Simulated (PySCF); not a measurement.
ZrF₄, SMILES [F][Zr]([F])([F])[F], multiplicity 1.

Geometry: B3LYP-D3(BJ)/def2-SVP. The multiplicity is an assumed one; other spin states were not compared. The isomer is the one that the SMILES or the coordinates give; other isomers of the formula were not compared. The def2 effective core potentials stand for the cores of Zr; spin–orbit coupling is left out.

Method: r2SCAN/def2-TZVPD (PySCF).

Symmetry labels are those of the subgroup D2 that the program uses (full group Td).

Task: List the valence orbital energies around the gap with their symmetry. (An estimate is asked for; the answer gives what the named calculation found.)

Result: 
```csv
orbital,symmetry,energy (eV)
HOMO−7,A,-11.57
HOMO−6,A,-11.42
HOMO−5,B1,-10.68
HOMO−4,B2,-10.68
HOMO−3,B3,-10.68
HOMO−2,B1,-10.65
HOMO−1,B2,-10.65
HOMO,B3,-10.65
LUMO,A,-2.11
LUMO+1,A,-2.11
LUMO+2,A,-0.89
LUMO+3,B1,-0.84
```
